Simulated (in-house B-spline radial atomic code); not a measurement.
# The argon ion Ar⁸⁺: [He] 2s2 2p5 4s1 (an excited or competing configuration)

Level of theory: Dirac-Hartree-Fock, average of configuration, Fermi nucleus of rms radius 3.4274 fm; calculated with a B-spline radial code for spherical atoms.

Effective charges: Z_r = [3n² - l(l+1)]/(2<r>) from the radius, Z_e = n√(-2ε) from the energy, and Slater's rules. Values are occupation-weighted means over j.

| shell | electrons | ε (eV) | <r> (bohr) | Z_r | Z_e | Slater |
| --- | --- | --- | --- | --- | --- | --- |
| 1s | 2 | -3476.1 | 0.08548 | 17.55 | 15.98 | 17.70 |
| 2s | 2 | -537.83 | 0.3985 | 15.06 | 12.57 | 14.20 |
| 2p | 5 | -469.19 | 0.3584 | 13.95 | 11.74 | 14.20 |
| 4s | 1 | -87.148 | 2.119 | 11.33 | 10.12 | 9.00 |

The least bound orbital is 4s1/2 at -87.15 eV, and it is also the most diffuse (<r> = 2.119 bohr).

Spin-orbit splittings of the orbital energies (j = l + 1/2 above j = l - 1/2 when positive): 2p 2.474 eV.

For the 1s electron the small component carries 0.413 % of the norm, the zero-frequency Breit interaction raises the level by 2.494 eV, self-energy by 1.158 eV, and vacuum polarisation lowers it by 0.08114 eV.
